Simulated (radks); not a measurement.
Numerical settings for the silicon ion Si3+, [Ne] 3s1. Method: scalar-relativistic Kohn-Sham, r2SCAN, spin-polarised, spherical densities, finite nucleus; open shells are filled with parallel spins first; meta-GGA in the generalised Kohn-Sham scheme; Fermi nuclear charge, rms radius 3.1224 fm; computed with a radial shooting solver on a logarithmic mesh with Libxc functionals. The defaults (mesh step 0.008 in ln r, mesh end at 40 bohr or more with all orbitals vanishing there, Anderson mixing 0.5 over 9 steps, residual threshold near 1e-9 with the energy settled to 1e-9 hartree or 1e-11 of itself, here a cap of 80 iterations) give E = -287.866 hartree and 3s at -40.657 eV in 18 iterations. Times are rough (one thread of a shared host). Changes against that run (0 stands for a change within the tolerance of the run):

setting                     iterations  converged  E (mhartree)  e(3s) (meV)  CPU (s)
mesh step in ln r 0.05              12        yes       +0.0224       +0.459     0.02
mesh step in ln r 0.005             21        yes             0            0      0.2
mesh step in ln r 0.12              80         no     -1.44e+06    -2.51e+06     0.15
mesh end (bohr) 2                   16        yes     +1.26e+03    +3.61e+04     0.09
mesh end (bohr) 3                   17        yes          +142    +4.54e+03     0.09
residual threshold 0.01             10        yes             0       -0.102     0.07
residual threshold 1e-13            80         no             0            0     0.34
mixing 1                            16        yes             0            0      0.1
linear mixing, mixing 0.5           80         no         +14.1    -6.93e+03     0.46
linear mixing, mixing 0.05          80         no        +0.146         -234     0.45
mixing history 3                    26        yes             0            0     0.14
iteration cap 5                      5         no       +0.0391        +51.6     0.04

Settings that end as converged yet miss the energy by more than 1 mhartree: mesh end (bohr) 2 (+1.26 hartree); mesh end (bohr) 3 (+0.142 hartree). A mesh that ends early acts as a hard wall.
